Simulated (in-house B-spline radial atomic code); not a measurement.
Checks on a self-consistent run for the antimony ion Sb⁶⁺, [Kr] (4d3/2)3 (4d5/2)5 (7f5/2)1. Level of theory: Dirac-Hartree-Fock, average of the jj configuration, Fermi nucleus of rms radius 4.6802 fm; calculated with a radial B-spline atomic code at the basis-set limit.

| orbital | q | ε (Eh) | <1/r> | <r²> | small-component weight |
| --- | --- | --- | --- | --- | --- |
| 1s1/2 | 2 | -1130.82969 | 54.3239 | 0.00109358 | 0.035163 |
| 2s1/2 | 2 | -178.73527 | 12.6481 | 0.0176243 | 0.0074953 |
| 2p1/2 | 2 | -166.97291 | 12.5918 | 0.0131365 | 0.0074791 |
| 2p3/2 | 4 | -157.68370 | 11.6961 | 0.0144262 | 0.0071306 |
| 3s1/2 | 2 | -39.52101 | 4.50247 | 0.123369 | 0.0022025 |
| 3p1/2 | 2 | -34.67461 | 4.40213 | 0.118568 | 0.0021366 |
| 3p3/2 | 4 | -32.90952 | 4.18603 | 0.126613 | 0.0020459 |
| 3d3/2 | 4 | -24.44501 | 4.01869 | 0.10835 | 0.001912 |
| 3d5/2 | 6 | -24.09021 | 3.96331 | 0.110691 | 0.0018852 |
| 4s1/2 | 2 | -10.00543 | 1.77195 | 0.690332 | 0.00059468 |
| 4p1/2 | 2 | -8.23490 | 1.66878 | 0.759385 | 0.00054192 |
| 4p3/2 | 4 | -7.91510 | 1.60628 | 0.804244 | 0.00051849 |
| 4d3/2 | 3 | -5.10960 | 1.38779 | 1.03206 | 0.00040594 |
| 4d5/2 | 5 | -5.05665 | 1.37086 | 1.05288 | 0.00039871 |
| 7f5/2 | 1 | -0.57665 | 0.185502 | 76.5225 | 2.503e-05 |

Electron-electron repulsion V_ee = 2252.3619 hartree.

Q: What total energy follows from the eigenvalues?

A: The eigenvalues count the repulsion twice, so E = Σqε - V_ee = -4215.491 - 2252.362 = -6467.853 hartree; the run printed -6467.853.

Q: Does the Dirac virial theorem hold?

A: For a point nucleus E = -2c²Σq·w, with w the small-component weight. Here Σq·w = 0.1722 and c = 137.0360, so the ratio E/(-2c²Σq·w) is 1.000052; the finite nucleus accounts for the departure from 1.

Q: What diamagnetic shielding (Lamb formula) and susceptibility (Langevin formula) do the radii give?

A: σ = (α²/3)Σq<1/r> = 304.83/(3·137.036²) = 5410.9 ppm, and χ = -0.79199×10⁻⁶·Σq<r²> = -73.82×10⁻⁶ cm³/mol with Σq<r²> = 93.209 bohr². Both are non-relativistic formulas without the paramagnetism of open shells; for so heavy an element the full relativistic shielding is larger by tens of per cent.
